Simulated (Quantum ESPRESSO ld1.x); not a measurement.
Results of a calculation; reference values are marked as such.
Cu, 29 electrons, occupied as [Ne] 3s2 3p5.75 3d10 4s1 5s0.25 (fractional occupations, a model configuration).

Level of theory: non-relativistic Kohn-Sham, LDA (Slater exchange, Perdew-Zunger correlation), spin-polarised, spherical densities, point nucleus; open shells are filled with parallel spins first (ld1.x of Quantum ESPRESSO 7.5).

Energy parts (hartree):
| part | energy |
|---|---|
| total | -1637.1172 |
| kinetic | 1635.3442 |
| electron-nucleus | -3919.1874 |
| Hartree | 710.9598 |
| exchange-correlation | -64.2338 |

Orbitals (lengths in bohr, moments of r in powers of bohr; r(90%) holds 90 % of the orbital's charge):
| orbital | occ. | eigenvalue (hartree) | <r^2> | r(90%) |
|---|---|---|---|---|
| 1s up | 1 | -320.932 | 0.003761 | 0.0943 |
| 1s down | 1 | -320.925 | 0.003761 | 0.0943 |
| 2s up | 1 | -38.2520 | 0.06739 | 0.370 |
| 2s down | 1 | -38.2471 | 0.06738 | 0.370 |
| 2p up | 3 | -33.5965 | 0.05301 | 0.340 |
| 2p down | 3 | -33.5900 | 0.05301 | 0.340 |
| 3s up | 1 | -4.16444 | 0.6050 | 1.09 |
| 3s down | 1 | -4.15119 | 0.6051 | 1.09 |
| 3p up | 3 | -2.71540 | 0.6727 | 1.17 |
| 3p down | 2.75 | -2.70211 | 0.6724 | 1.17 |
| 3d up | 5 | -0.30052 | 1.424 | 1.82 |
| 3d down | 5 | -0.28551 | 1.386 | 1.79 |
| 4s up | 1 | -0.23332 | 9.155 | 4.30 |
| 4s down | 0 | -0.20293 | 9.502 | 4.41 |
| 4p up | 0 | -0.07104 | 22.99 | 7.07 |
| 4p down | 0 | -0.04876 | 30.48 | 8.30 |
| 5s up | 0.25 | -0.02755 | 131.7 | 15.9 |
| 5s down | 0 | -0.02165 | 153.1 | 17.2 |
| 4d up | 0 | -0.00411 | 303.4 | 24.4 |

The highest occupied level is 5s up at -0.750 eV. The configuration is held as typed, so some empty levels lie below it. Virial ratio -V/T = 2.00108. The density falls to 0.001 e/bohr^3 at r = 3.97 bohr.
